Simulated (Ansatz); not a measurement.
Program: Ansatz. Geometries: PBE0-D4/def2-TZVP. ΔE: electronic, gas phase. CCSD(T)/CBS adds triple-zeta CCSD(T) − MP2 to the extrapolated MP2 energy (def2 sets, frozen cores). This one scheme is used for every species. DFT in def2-TZVPP. B3LYP here is the variant with VWN-RPA as its local correlation; programs differ in this. HSE06 is defined as in plane-wave codes. Each species was taken in one conformer, which may not be the lowest.

`[OH][Al]([SH])[Cl]` + H–F → `[F][Al]([SH])[Cl]` + H₂O  (ligand exchange at the Al–O bond)

| level | ΔE (kJ/mol) |
| --- | --- |
| revPBE-D4 | -41.8 |
| HSE06-D4 | -41.4 |
| PBE-QIDH | -41.4 |
| PBE0 | -43.0 |
| B3LYP | -46.3 |
| LC-ωPBE | -44.0 |
| MP2/def2-TZVPP | -39.9 |
| MP2/def2-QZVPP | -42.0 |

Q: What does CCSD(T)/CBS give? (Estimate.)

A: Ansatz gave: -43.9 kJ/mol. The listed levels differ from it by 2.1, 2.5, 2.5, 0.9, -2.4, -0.1, 4.0, 1.9 kJ/mol.

Largest T1 diagnostic among the species: 0.011.

At CCSD(T), def2-SVP lies −3.6 kJ/mol from the extrapolated value and def2-TZVPP +2.2 kJ/mol. In def2-TZVPP, CCSD(T) changes the Hartree–Fock value by +5.6 kJ/mol (the triples alone add +1.0 kJ/mol) and MP2 by +7.3 kJ/mol.
